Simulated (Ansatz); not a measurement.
Geometry optimisation, DFT PBE, scalar-relativistic, plane waves, PAW in Ansatz 0.2.0.

Input file:

```yaml
crystal:
  lattice:
    - [5.727565, 0.0, 0.0]
    - [2.863782, 4.960217, 0.0]
    - [0.0, 0.0, 16.676537]
  atoms:
    - { symbol: Al, position: [0.16666668, 0.16666666, 0.05996449] }
    - { symbol: Al, position: [0.66666668, 0.16666666, 0.05996449] }
    - { symbol: Al, position: [0.16666674, 0.66666663, 0.05996449] }
    - { symbol: Al, position: [0.66666673, 0.66666663, 0.05996449] }
    - { symbol: Al, position: [-0.16666663, 0.33333332, 0.20017757] }
    - { symbol: Al, position: [0.33333337, 0.33333332, 0.20017757] }
    - { symbol: Al, position: [-0.16666657, 0.83333329, 0.20017757] }
    - { symbol: Al, position: [0.33333342, 0.83333329, 0.20017757] }
    - { symbol: Al, position: [0.0, 0.0, 0.34039064] }
    - { symbol: Al, position: [0.49999999, 0.0, 0.34039064] }
    - { symbol: Al, position: [5.0e-08, 0.49999997, 0.34039064] }
    - { symbol: Al, position: [0.50000005, 0.49999997, 0.34039064] }
    - { symbol: C, position: [0.25000002, 0.24999999, 0.42613986] }
    - { symbol: H, position: [0.8333333, -0.16666666, 0.32180165] }
    - { symbol: H, position: [0.05614307, 0.4117587, 0.45971998] }
    - { symbol: H, position: [0.27997198, 0.05692803, 0.45971998] }
basis:
  ecutwfc: 420.0
kpoints:
  mp_grid: { grid: [3, 3, 1] }
hamiltonian:
  xc: pbe
  pseudopotentials: { kind: paw, azcp: { folder: soft_1 } }
scf:
  occupations: { method: fermi_dirac, width: 0.05 }
  lower_state_search: "off"
relax:
  f_tol: 0.03
  max_steps: 60
  adjacent_minimum: "off"
  constraints: [{ sites: [0, 1, 2, 3] }]
```

Launched with:

```bash
$ ansatz run input.yaml --threads 1 --pin off --max-ram 3072MiB --backend cpu --events-out ev --progress --plain --runs-dir out
```

Question: Where does it end, and by what steps?

Answer: The run converged. The force dipped under the threshold on the way, but the program's further checks kept it going. Limits of this set-up: coarse k mesh, thin slab, slab without dipole correction, odd electron count without spin. After 13 steps the energy has fallen by 1.704 eV; H14 moved furthest, 1.41 Å. Parted: Al10–H14. Joined: Al9–C13.

```
step  energy less start (eV)  largest force component (eV/Å)  accepted
   0                  0.0000                           1.839       yes
   1                 -0.5166                           1.468       yes
   2                 -0.8998                           0.888       yes
   3                 -1.1676                           0.839       yes
   4                 -1.3624                           0.394       yes
   5                 -1.5266                           0.301       yes
   6                 -1.5785                           0.423       yes
   7                 -1.6130                           0.072       yes
   8                 -1.6284                           0.236       yes
   9                 -1.6501                           0.283       yes
  10                 -1.6801                           0.196       yes
  11                 -1.7005                           0.087       yes
  12                 -1.7036                           0.021       yes
  13                 -1.7036                           0.021       yes
```

```xyz
16
Lattice="5.7276 0.0000 0.0000 2.8638 4.9602 0.0000 0.0000 0.0000 16.6765" Properties=species:S:1:pos:R:3
Al 1.432 0.827 1.000
Al 4.296 0.827 1.000
Al 2.864 3.307 1.000
Al 5.728 3.307 1.000
Al 0.062 1.630 3.302
Al 2.904 1.643 3.360
Al 1.356 4.184 3.196
Al 4.331 4.114 3.358
Al 0.071 0.004 5.742
Al 3.093 -0.137 5.797
Al 1.467 2.425 5.749
Al 4.368 2.447 5.562
C 1.726 0.702 7.002
H 5.251 -1.351 4.466
H 2.161 1.459 7.686
H 1.207 0.001 7.687
```

The run took 82 s on 1 thread of Arm Neoverse V2, on a shared host, peak memory 0.51 GiB.
